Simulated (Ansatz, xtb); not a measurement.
Spectroscopic constants of ZrB, multiplicity 6 (lowest of 2S+1 = 2, 4, 6 at CCSD(T)/def2-TZVPP on PBE0 minima; our sources give no spin for the ground state, which may be another). No spin–orbit coupling.

The constants come from a fifth-degree fit in 1/R (seven points, main isotopes). Runs in def2 and cc sets follow the lowest solution found near the PBE0 minimum.

Programs: Ansatz (Gaussian orbitals); xtb for the GFN methods.  In def2 rows elements past Kr take small-core potentials, without spin–orbit coupling. The GFN methods have no spin term and hold the electronic entropy of 300 K.

| level | r_e (Å) | ω_e (cm⁻¹) | ω_e x_e (cm⁻¹) | B_e (cm⁻¹) | dipole (D) |
|---|---|---|---|---|---|
| GFN1-xTB | 2.151 | 786 | 4.4 | 0.371 | - |
| GFN2-xTB | 2.129 | 705 | 4.3 | 0.379 | - |
| SVWN5/def2-TZVPP | 2.142 | 620 | 3.0 | 0.375 | 3.16 |
| PBE/def2-TZVPP | 2.168 | 596 | 3.0 | 0.366 | 3.26 |
| r2SCAN/def2-TZVPP | 2.161 | 610 | 3.0 | 0.368 | 3.54 |
| B97M-V/def2-TZVPP | 2.177 | 595 | 3.3 | 0.363 | 3.42 |
| B3LYP/def2-TZVPP | 2.161 | 606 | 3.0 | 0.368 | 3.54 |
| PBE0/def2-TZVPP | 2.146 | 625 | 3.0 | 0.373 | 3.68 |
| BHLYP/def2-TZVPP | 2.140 | 635 | 3.1 | 0.375 | 4.02 |
| CAM-B3LYP/def2-TZVPP | 2.136 | 638 | 2.9 | 0.377 | 3.95 |
| wB97X-V/def2-TZVPP | 2.133 | 648 | 2.9 | 0.378 | 4.21 |
| wB97M-V/def2-TZVPP | 2.136 | 639 | 2.8 | 0.377 | 3.96 |
| B2PLYP/def2-TZVPP | 2.153 | 621 | 2.0 | 0.371 | - |
| CCSD/def2-TZVPP | 2.150 | 625 | 2.5 | 0.372 | - |
| CCSD/def2-QZVPP | 2.140 | 632 | 2.6 | 0.375 | - |
| CCSD(T)/def2-TZVPP | 2.159 | 618 | 2.0 | 0.369 | - |
| CCSD(T)/def2-QZVPP | 2.149 | 623 | 2.1 | 0.372 | - |
| CCSD(T)/CBS(def2-TZVPP, def2-QZVPP) | 2.143 | 628 | 2.1 | 0.374 | - |

Correlated levels freeze the inner cores; with def2 sets outer-core shells near the valence are correlated too. CBS: X⁻³ extrapolation of the correlation energy, Hartree–Fock from the larger set.

Ansatz is a program for electronic structure.
